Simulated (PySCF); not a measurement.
## Electron correlation in Se²⁺ (selenium, charge +2)

[Ar] 3d10 4s2 4p2, high-spin 3P determinant. Calculation: PySCF 2.14, in 6-31G* (5s4p3d, 32 functions); no relativity, point nucleus. Frozen: [Ar] 3d10; 4 electrons correlated.

MP2 pair energies summed by pair of shells (mhartree):

| pair | energy | share (%) |
| --- | --- | --- |
| 4s-4p | -26.92 | 61.3 |
| 4s-4s | -12.50 | 28.4 |
| 4p-4p | -4.51 | 10.3 |

Total MP2 correlation energy: -43.93 mhartree.

Same-spin part -6.79 and opposite-spin part -37.14 mhartree; SCS-MP2 scales them by 1/3 and 6/5 to -46.84 mhartree.

```
  level  correlation energy (mhartree)
   CCSD                         -61.11
    (T)                          -0.61
CCSD(T)                         -61.72
```

Diagnostics: T1 = 0.0060, D1 = 0.0168, largest double amplitude 0.100.

Cost of the coupled-cluster step: 0.13 s of wall time on 1 thread of Neoverse-V1 (shared host), for 4 correlated electrons.

Iterations:

```
CC2 = 0
CCSD nocc = (np.int64(3), np.int64(1)), nmo = (18, 18)
frozen orbitals [[0, 1, 2, 3, 4, 5, 6, 7, 8, 9, 10, 11, 12, 13], [0, 1, 2, 3, 4, 5, 6, 7, 8, 9, 10, 11, 12, 13]]
max_cycle = 100
direct = 0
conv_tol = 1e-08
conv_tol_normt = 1e-06
diis_space = 8
diis_start_cycle = 0
Init t2, MP2 energy = -0.0439316054822726
Init E_corr(UCCSD) = -0.0439316055246516
cycle = 1  E_corr(UCCSD) = -0.0558508400553603  dE = -0.0119192345  norm(t1,t2) = 0.0438475
cycle = 2  E_corr(UCCSD) = -0.0592834080467856  dE = -0.00343256799  norm(t1,t2) = 0.015733
cycle = 3  E_corr(UCCSD) = -0.0611201849451487  dE = -0.0018367769  norm(t1,t2) = 0.0066014
cycle = 4  E_corr(UCCSD) = -0.0611030984078656  dE = 1.70865373e-05  norm(t1,t2) = 0.000985952
cycle = 5  E_corr(UCCSD) = -0.0611116847636748  dE = -8.58635581e-06  norm(t1,t2) = 0.00012531
cycle = 6  E_corr(UCCSD) = -0.0611089173846459  dE = 2.76737903e-06  norm(t1,t2) = 1.41444e-05
cycle = 7  E_corr(UCCSD) = -0.0611098892499839  dE = -9.71865338e-07  norm(t1,t2) = 2.55039e-06
cycle = 8  E_corr(UCCSD) = -0.0611096444334067  dE = 2.44816577e-07  norm(t1,t2) = 7.18965e-07
cycle = 9  E_corr(UCCSD) = -0.0611096478787815  dE = -3.44537486e-09  norm(t1,t2) = 5.67869e-08
UCCSD converged
E(UCCSD) = -2398.503793145645  E_corr = -0.06110964787878152
UCCSD(T) correction = -0.000610006682076951
```
